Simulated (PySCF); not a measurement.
Atoms are numbered as in `[CH3:1][C:2]#[C:3][C:4]#[C:5][CH2:6][N:7]([SiH3:8])[SiH3:9]`; H(Xn) means a hydrogen on atom n.

GIAO PBE0/pcSseg-1 shifts (PySCF 2.14.0 with density-fitted response routines, gas phase, non-relativistic, equivalent atoms averaged), each against references optimised in the same way as the molecule (TMS, NH3).

On the GFN2-xTB geometry: C2 82.9, C4 79.2, C5 78.2, C3 72.1, C6 43.6, C1 5.6, N7 15.7, Si8/Si9 -43.9, H(Si8)/H(Si9) 4.72, H(C6) 3.88, H(C1) 2.17 ppm.

**Question.** What changes on the PBE0-D3(BJ)/def2-SVP geometry?

**Answer.** 
```
        atoms  δ (ppm)  change
           C2     80.7    -2.2
           C4     77.6    -1.6
           C5     76.4    -1.8
           C3     71.0    -1.1
           C6     42.4    -1.2
           C1      5.4    -0.2
           N7     15.1    -0.6
      Si8/Si9    -39.6    +4.3
H(Si8)/H(Si9)     4.70   -0.02
        H(C6)     3.69   -0.19
        H(C1)     2.02   -0.15
```

Bonds between heavy atoms that differ most (equivalent bonds averaged): C5–C6 1.447 → 1.462 Å, N7–Si8 1.737 → 1.752 Å, C3–C4 1.359 → 1.371 Å, C2–C3 1.207 → 1.219 Å, C4–C5 1.208 → 1.219 Å. Mean change of bonds to hydrogen: C–H +0.010 Å, Si–H +0.031 Å. The two structures also differ in conformation, which adds to the changes.
